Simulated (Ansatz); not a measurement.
A nudged elastic band was laid between two geometries of a periodic cell of 19 atoms, CuC18 (surface graphene monolayer, adsorbate Cu).

The calculation used DFT r2SCAN, scalar-relativistic, plane waves, PAW in Ansatz. Settings: cutoff 500 eV, k mesh 2x2x1, gaussian smearing 0.05 eV, spin collinear.

| Property | Result |
| --- | --- |
| movable images | 5 |
| climbing image | yes |
| spring | 5.0 eV/Å² |
| optimiser | quadratic models (default) |
| start path | IDPP |
| force threshold | 0.03 eV/Å |
| iteration limit | 15 |
| end points | relaxed |

Image 0:

```xyz
19
Lattice="7.3980 0.0000 0.0000 -3.6990 6.4069 0.0000 0.0000 0.0000 12.0000" Properties=species:S:1:pos:R:3
C 0.042 0.031 0.967
C 1.274 0.742 0.971
C -1.181 2.159 1.008
C 0.044 2.877 0.978
C -2.425 4.314 1.009
C -1.191 5.016 0.978
C 2.505 0.031 0.968
C 3.737 0.739 0.977
C 1.274 2.164 0.968
C 2.503 2.877 0.977
C 0.042 4.302 0.980
C 1.273 5.013 0.978
C 4.973 0.029 0.980
C 6.207 0.739 0.977
C 3.728 2.159 1.009
C 4.973 2.878 1.091
C 2.505 4.302 0.979
C 3.738 5.017 0.977
Cu -2.435 2.882 3.138
```

Image 6:

```xyz
19
Lattice="7.3980 0.0000 0.0000 -3.6990 6.4069 0.0000 0.0000 0.0000 12.0000" Properties=species:S:1:pos:R:3
C 0.041 0.029 0.980
C 1.275 0.739 0.977
C -1.204 2.159 1.009
C 0.041 2.878 1.091
C -2.427 4.302 0.979
C -1.194 5.017 0.977
C 2.508 0.031 0.967
C 3.740 0.742 0.971
C 1.285 2.159 1.008
C 2.510 2.877 0.978
C 0.041 4.314 1.009
C 1.275 5.016 0.978
C 4.971 0.031 0.968
C 6.203 0.739 0.977
C 3.740 2.164 0.968
C 4.969 2.877 0.977
C 2.508 4.302 0.980
C 3.739 5.013 0.978
Cu 0.031 2.882 3.138
```

Problem. What changes between the two ends?

Solution. The atom that moves furthest is Cu19, by 2.47 Å; four of its nearest neighbours are C16 2.05, C15 2.57, C5 2.57, C3 2.57 Å at the first end and C4 2.05, C3 2.57, C11 2.57, C9 2.57 Å at the last.

Problem. What energy profile does the band end with?

Solution. The run converged. The highest image is number 3 of 0 to 6, 0.075 eV above the ends, which have the same energy within 2 meV. The order of the point at the top wasn't checked. Limits of this set-up: coarse k mesh, slab without dipole correction, a typed lattice constant that wasn't relaxed here.

```csv
image,path coordinate (Å),energy (eV),C16–Cu19 (Å),C4–Cu19 (Å)
0,0.00,0.000,2.05,3.29
1,0.50,0.016,2.07,2.95
2,1.00,0.067,2.25,2.69
3,1.49,0.075,2.60,2.52
4,1.94,0.056,2.72,2.21
5,2.39,0.014,2.98,2.07
6,2.84,0.000,3.27,2.05
```

Problem. What is the geometry of the highest image?

Solution. 
```xyz
19
Lattice="7.3980 0.0000 0.0000 -3.6990 6.4069 0.0000 0.0000 0.0000 12.0000" Properties=species:S:1:pos:R:3
C 0.038 0.066 0.980
C 1.270 0.780 0.979
C -1.198 2.206 1.074
C 0.047 2.924 1.014
C -2.432 4.343 0.978
C -1.197 5.054 0.980
C 2.502 0.069 0.978
C 3.734 0.781 0.979
C 1.273 2.205 0.980
C 2.502 2.919 0.971
C 0.037 4.344 0.981
C 1.270 5.052 0.974
C 4.966 0.066 0.981
C 6.201 0.769 1.012
C 3.732 2.205 0.978
C 4.957 2.923 1.004
C 2.502 4.341 0.977
C 3.733 5.052 0.973
Cu -1.117 2.175 3.118
```

The run took 57 min on 4 threads of AMD EPYC 7B13 (Zen 3), on a shared host, peak memory 7.1 GiB.
